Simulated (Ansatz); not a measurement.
# Molecular dynamics, step by step

CH₄BLiSi (SMILES [Li][B]=C[SiH3]), closed shell, CAM-B3LYP-D4/def2-SVP (Ansatz 0.2.0). Settings (timestep in fs, temperature in K; T counts 18 degrees of freedom):

```yaml
hamiltonian: {xc: {name: CAM-B3LYP}, dispersion: d4}
md: {n_steps: 40, timestep: 0.25, temperature: 300, ensemble: nve, seed: 118, initial_velocities: maxwell_boltzmann}
```

Start (the SMILES describes the start alone):

Li1  (-1.753, 2.640, 1.611)
B2  (-0.506, 1.614, 0.430)
C3  (0.302, 0.756, -0.322)
Si4  (0.243, -1.109, -0.194)
H5  (1.040, 1.071, -1.054)
H6  (-0.089, -1.747, -1.483)
H7  (1.535, -1.684, 0.226)
H8  (-0.772, -1.541, 0.787)
(Å)

| step | time (fs) | potential energy less the start (meV) | kinetic energy (meV) | T (K) |
| --- | --- | --- | --- | --- |
| 0 | 0.00 | 0.0 | 232.7 | 300 |
| 2 | 0.50 | -3.2 | 235.9 | 304 |
| 4 | 1.00 | -0.4 | 233.1 | 301 |
| 6 | 1.50 | 7.7 | 225.0 | 290 |
| 8 | 2.00 | 19.4 | 213.4 | 275 |
| 10 | 2.50 | 32.1 | 200.7 | 259 |
| 12 | 3.00 | 43.6 | 189.2 | 244 |
| 14 | 3.50 | 52.2 | 180.6 | 233 |
| 16 | 4.00 | 57.4 | 175.4 | 226 |
| 18 | 4.50 | 59.3 | 173.5 | 224 |
| 20 | 5.00 | 59.0 | 173.8 | 224 |
| 22 | 5.50 | 58.2 | 174.5 | 225 |
| 24 | 6.00 | 58.5 | 174.2 | 225 |
| 26 | 6.50 | 60.9 | 171.8 | 221 |
| 28 | 7.00 | 65.5 | 167.3 | 216 |
| 30 | 7.50 | 70.9 | 161.9 | 209 |
| 32 | 8.00 | 75.4 | 157.4 | 203 |
| 34 | 8.50 | 77.1 | 155.7 | 201 |
| 36 | 9.00 | 75.5 | 157.3 | 203 |
| 38 | 9.50 | 71.5 | 161.3 | 208 |
| 40 | 10.00 | 67.0 | 165.7 | 214 |

Step 2, positions (Å) and forces (eV/Å):

| atom | x | y | z | Fx | Fy | Fz |
| --- | --- | --- | --- | --- | --- | --- |
| Li1 | -1.753 | 2.641 | 1.613 | -0.479 | 0.442 | 0.451 |
| B2 | -0.505 | 1.615 | 0.427 | 0.282 | -0.443 | -0.252 |
| C3 | 0.301 | 0.758 | -0.320 | 0.296 | -0.846 | -0.308 |
| Si4 | 0.242 | -1.109 | -0.195 | -0.288 | 0.991 | 0.223 |
| H5 | 1.040 | 1.077 | -1.064 | 0.022 | 0.227 | -0.013 |
| H6 | -0.075 | -1.754 | -1.482 | -0.106 | -0.148 | -0.353 |
| H7 | 1.529 | -1.680 | 0.233 | 0.413 | -0.170 | 0.136 |
| H8 | -0.776 | -1.560 | 0.788 | -0.138 | -0.055 | 0.116 |

Step 26, positions (Å) and forces (eV/Å):

| atom | x | y | z | Fx | Fy | Fz |
| --- | --- | --- | --- | --- | --- | --- |
| Li1 | -1.756 | 2.658 | 1.653 | -0.197 | 0.234 | 0.176 |
| B2 | -0.495 | 1.621 | 0.394 | -0.804 | 0.528 | 0.811 |
| C3 | 0.304 | 0.763 | -0.315 | 0.435 | -1.756 | -0.819 |
| Si4 | 0.236 | -1.112 | -0.195 | 0.201 | -0.142 | 0.314 |
| H5 | 0.967 | 1.148 | -1.089 | 0.288 | 0.037 | -0.183 |
| H6 | 0.063 | -1.835 | -1.519 | -0.061 | 0.368 | 0.265 |
| H7 | 1.540 | -1.653 | 0.344 | -0.152 | 0.100 | -0.119 |
| H8 | -0.800 | -1.743 | 0.753 | 0.291 | 0.631 | -0.445 |

Step 30, positions (Å) and forces (eV/Å):

| atom | x | y | z | Fx | Fy | Fz |
| --- | --- | --- | --- | --- | --- | --- |
| Li1 | -1.758 | 2.662 | 1.660 | -0.160 | 0.210 | 0.139 |
| B2 | -0.496 | 1.623 | 0.391 | -0.669 | 0.343 | 0.706 |
| C3 | 0.307 | 0.759 | -0.318 | -0.201 | -1.694 | -0.187 |
| Si4 | 0.235 | -1.112 | -0.194 | 0.559 | -0.234 | 0.184 |
| H5 | 0.948 | 1.156 | -1.082 | 0.693 | 0.217 | -0.648 |
| H6 | 0.084 | -1.841 | -1.523 | -0.061 | 0.404 | 0.319 |
| H7 | 1.547 | -1.649 | 0.363 | -0.309 | 0.149 | -0.191 |
| H8 | -0.793 | -1.756 | 0.732 | 0.148 | 0.605 | -0.322 |

Last step (40):

```
8
angstrom
Li -1.7630 2.6737 1.6803
B -0.4991 1.6306 0.3855
C 0.3138 0.7445 -0.3246
Si 0.2329 -1.1131 -0.1929
H 0.9303 1.1857 -1.0933
H 0.1323 -1.8393 -1.5204
H 1.5490 -1.6332 0.4016
H -0.7758 -1.7659 0.6720
```

The run took about 2.7 min on 2 CPU threads of an Intel Xeon (shared host).
